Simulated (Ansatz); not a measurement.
Species: CaO, charge 0, multiplicity 1. 
Geometry from a B3LYP-D3(BJ)/def2-TZVP (Ansatz, a program for electronic structure) optimisation:
```xyz
2

Ca     0.0000     0.0000    -0.5211
O      0.0000     0.0000     1.3028
```
Charge 0, spin multiplicity 1.

Parts of the frozen-core correlation energy in STO-3G (Ansatz, hartree). Frozen orbitals: 10; correlated occupied orbitals by spin: 4 and 4; virtual: 4 and 4. No spin-orbit coupling. Non-relativistic. The restricted reference is unstable. The program attaches cautions to this run: large difference.

```json
[
 {"term": "reference (HF)", "value": "-743.58017"},
 {"term": "MP2 opposite-spin", "value": "___"},
 {"term": "MP2 same-spin", "value": "___"},
 {"term": "CCSD correlation", "value": "-0.14733"},
 {"term": "(T)", "value": "___"},
 {"term": "FCI minus CCSD(T)", "value": "0.00838"},
 {"term": "T1 diagnostic", "value": "0.186"},
 {"term": "largest doubles amplitude", "value": "0.536"}
]
```

Problem. Some entries are withheld; supply them.

Solution. 
- MP2 opposite-spin, value: -0.05808
- MP2 same-spin, value: -0.01017
- (T), value: -0.01841
